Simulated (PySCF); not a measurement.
C2H8OSi, SMILES O[SiH2]CC (PBE0/def2-SVP optimised geometry):

```
12

Si    -0.465    -0.789     0.000
O     -1.037     0.783     0.000
C     -1.077    -1.767    -1.483
C     -0.671    -1.187    -2.836
H     -0.968    -1.405     1.261
H      1.037    -0.789     0.000
H     -0.591     1.405    -0.580
H     -2.177    -1.836    -1.407
H     -0.704    -2.801    -1.373
H      0.425    -1.145    -2.948
H     -1.061    -1.783    -3.676
H     -1.054    -0.161    -2.962
```

Computed with PBE0/def2-TZVP (PySCF).

Problem. What are the frontier orbital energies and the dipole moment?

Solution. HOMO-2 -9.73 eV, HOMO-1 -8.95 eV, HOMO -8.05 eV, LUMO 0.35 eV, LUMO+1 1.20 eV; dipole moment 1.62 D.

On the same geometry PBE/def2-TZVP (PySCF) gives HOMO-2 -8.11 eV, HOMO-1 -7.52 eV, HOMO -6.66 eV, LUMO -0.53 eV, LUMO+1 0.41 eV; dipole moment 1.58 D.

Meta-Löwdin charges at PBE0/def2-TZVP: Si1 0.87, O2 -0.76, C3 -0.46, C4 -0.33, H5 -0.11, H6 -0.13, H7 0.35, H8 0.12, H9 0.12, H10 0.11, H11 0.12, H12 0.11.
